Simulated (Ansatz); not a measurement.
Isomers of Al11 (doublet), relaxed with PBE-D4/def2-SVP; total energies from Ansatz at PBE0-D4/def2-TZVP.

```csv
isomer,description,energy (Eh)
A,point group Cs; 25 × Al–Al 2.49 to 2.86 Å,-2665.71435
B,point group not assigned; 25 × Al–Al 2.52 to 2.90 Å,-2665.72395
C,point group not assigned; 23 × Al–Al 2.49 to 2.86 Å,-2665.70896
D,point group Cs; 25 × Al–Al 2.51 to 2.85 Å,-2665.71801
```

The isomers come from a short search, and lower ones may exist.

Question: Work out the relative energies (1 Eh = 2625.5 kJ/mol) and the Boltzmann populations at 800 K from electronic energies alone (R = 8.314 J/mol/K).

Answer: ΔE: A 25.2, B 0.0, C 39.4, D 15.6 kJ/mol. RT = 6.65 kJ/mol. Factors exp(−ΔE/RT): A 0.0226, B 1, C 0.00267, D 0.0958; sum 1.121. Populations: A 2.0 %, B 89.2 %, C 0.2 %, D 8.5 %. Zero-point energy, vibrational entropy and symmetry numbers are left out and can shift these; an error of 4 kJ/mol changes a ratio by a factor of 1.8. Over the other density-functional and correlated levels in def2 sets, the gap between B and D ranges from 12 to 84 kJ/mol.
